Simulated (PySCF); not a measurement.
diisopropylamine (C$_{6}$H$_{15}$N), singlet, geometry from GFN2-xTB; PBE/STO-3G run with PySCF.

Input for PySCF:
```python
from pyscf import gto, scf, dft

mol = gto.Mole()
mol.atom = '''
    C     1.99301264    0.80453849    0.64558095
    C     1.21219436   -0.32879719   -0.03414266
    C     2.01273561   -0.89318156   -1.20739154
    N    -0.09105100    0.08325417   -0.52651874
    C    -1.15470893    0.20840754    0.46053730
    C    -2.19506372    1.20678600   -0.03871799
    C    -1.80052341   -1.16262615    0.67318905
    H     2.19839145    1.59918370   -0.07035599
    H     1.42482268    1.22429216    1.47342037
    H     2.93906202    0.43554972    1.03346573
    H     1.04721845   -1.12996469    0.69455806
    H     1.45122733   -1.68988794   -1.68658645
    H     2.96641490   -1.28661032   -0.86508596
    H     2.20025378   -0.11415364   -1.94302064
    H     0.00808601    0.94512869   -1.05244826
    H    -0.76874528    0.56570221    1.43323849
    H    -2.57361833    0.89023169   -1.00773672
    H    -1.75934242    2.19931896   -0.14137405
    H    -3.02677672    1.26815577    0.65863173
    H    -1.06825888   -1.88166769    1.03002825
    H    -2.60319997   -1.09484972    1.40321924
    H    -2.20405744   -1.52397109   -0.26865331
'''
mol.basis = 'sto-3g'
mol.verbose = 4
mol.build()

mf = dft.RKS(mol)
mf.xc = 'pbe'
mf.grids.atom_grid = (99, 590)
mf.grids.prune = None
mf.kernel()
```

Problem. Predict the main parts of the log of this PySCF run.

Solution. 
```
PySCF version 2.14.0

[INPUT] verbose = 4
[INPUT] num. atoms = 22
[INPUT] num. electrons = 58
[INPUT] charge = 0
[INPUT] spin (= nelec alpha-beta = 2S) = 0
[INPUT] symmetry False subgroup None
[INPUT] Mole.unit = angstrom
[INPUT] Symbol           X                Y                Z      unit          X                Y                Z       unit  Magmom
[...]
nuclear repulsion = 335.994754541812
number of shells = 36
number of NR pGTOs = 150
number of NR cGTOs = 50
basis = sto-3g
ecp = {}

******** <class 'pyscf.dft.rks.RKS'> ********
method = RKS
initial guess = minao
damping factor = 0
level_shift factor = 0
DIIS = <class 'pyscf.scf.diis.CDIIS'>
diis_start_cycle = 1
diis_space = 8
diis_damp = 0
SCF conv_tol = 1e-09
SCF conv_tol_grad = None
SCF max_cycles = 50
direct_scf = True
direct_scf_tol = 1e-13
XC library pyscf.dft.libxc version 7.1.2
    S. Lehtola, C. Steigemann, M. J. T. Oliveira, and M. A. L. Marques,  SoftwareX 7, 1–5 (2018)
XC functionals = pbe
    J. P. Perdew, K. Burke, and M. Ernzerhof,  Phys. Rev. Lett. 77, 3865 (1996)
    J. P. Perdew, K. Burke, and M. Ernzerhof,  Phys. Rev. Lett. 78, 1396 (1997)
    J. P. Perdew, K. Burke, and M. Ernzerhof,  Phys. Rev. Lett. 77, 3865 (1996)
    J. P. Perdew, K. Burke, and M. Ernzerhof,  Phys. Rev. Lett. 78, 1396 (1997)
radial grids:
    Treutler-Ahlrichs [JCP 102, 346 (1995); DOI:10.1063/1.469408] (M4) radial grids

becke partition: Becke, JCP 88, 2547 (1988); DOI:10.1063/1.454033
pruning grids: None
grids dens level: 3
symmetrized grids: False
atomic radii adjust function: <function treutler_atomic_radii_adjust>
User specified grid scheme (99, 590)
small_rho_cutoff = 0
Set gradient conv threshold to 3.16228e-05
Initial guess from minao.
tot grids = 1285024
init E= -288.745639313188
[...]
cycle= 1 E= -288.406752600752  delta_E= 0.339  |g|= 0.406  |ddm|= 5.52
[...]
cycle= 2 E= -288.394347686267  delta_E= 0.0124  |g|= 0.463  |ddm|= 1.15
[...]
cycle= 3 E= -288.458259289995  delta_E= -0.0639  |g|= 0.0328  |ddm|= 0.62
[...]
cycle= 4 E= -288.458565307261  delta_E= -0.000306  |g|= 0.00967  |ddm|= 0.0575
[...]
cycle= 5 E= -288.458593429462  delta_E= -2.81e-05  |g|= 0.00099  |ddm|= 0.0141
[...]
cycle= 6 E= -288.458593767396  delta_E= -3.38e-07  |g|= 0.000374  |ddm|= 0.00212
[...]
cycle= 7 E= -288.458593810728  delta_E= -4.33e-08  |g|= 5.76e-05  |ddm|= 0.000583
[...]
cycle= 8 E= -288.458593811955  delta_E= -1.23e-09  |g|= 4.92e-06  |ddm|= 0.000104
[...]
cycle= 9 E= -288.458593811961  delta_E= -6.14e-12  |g|= 2.04e-06  |ddm|= 9.12e-06
[...]
Extra cycle  E= -288.458593811963  delta_E= -1.59e-12  |g|= 2.32e-06  |ddm|= 5.72e-06
converged SCF energy = -288.458593811963
```
